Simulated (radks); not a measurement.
Isoelectronic series with 20 electrons, all held in the configuration [Ar] 4s2, which need not be the ground one along the series. Method: Dirac Kohn-Sham, PBE, spin-unpolarised, spherical densities, finite nucleus; Fermi nuclear charge, rms radius of each element as measured or else 0.836 A^(1/3) + 0.57 fm; computed with a radial shooting solver on a logarithmic mesh with Libxc functionals. Total energies (hartree) and orbital eigenvalues (hartree):

| ion | E (hartree) | 4s1/2 | 3p3/2 | 3p1/2 |
|---|---|---|---|---|
| Ca | -680.32856 | -0.13841 | -1.02446 | -1.03856 |
| Mn5+ | -1149.33872 | -2.29507 | -5.57257 | -5.62977 |
| Zn10+ | -1748.73224 | -6.18148 | -13.07383 | -13.23059 |
| Br15+ | -2480.49622 | -11.71821 | -23.41877 | -23.76698 |
| Zr20+ | -3347.40062 | -18.90874 | -36.59403 | -37.27130 |
| Rh25+ | -4352.89493 | -27.77714 | -52.60647 | -53.80779 |
| Cs35+ | -6797.2488 | -50.70256 | -93.21298 | -96.34699 |
| Nd40+ | -8247.1222 | -64.86354 | -117.8562 | -122.5917 |
| Tb45+ | -9857.9106 | -80.91166 | -145.4332 | -152.3583 |

Estimate the row of Sn30+.

Answer. E (hartree) -5501.17118; 4s1/2 -38.35955; 3p3/2 -71.47208; 3p1/2 -73.46337.
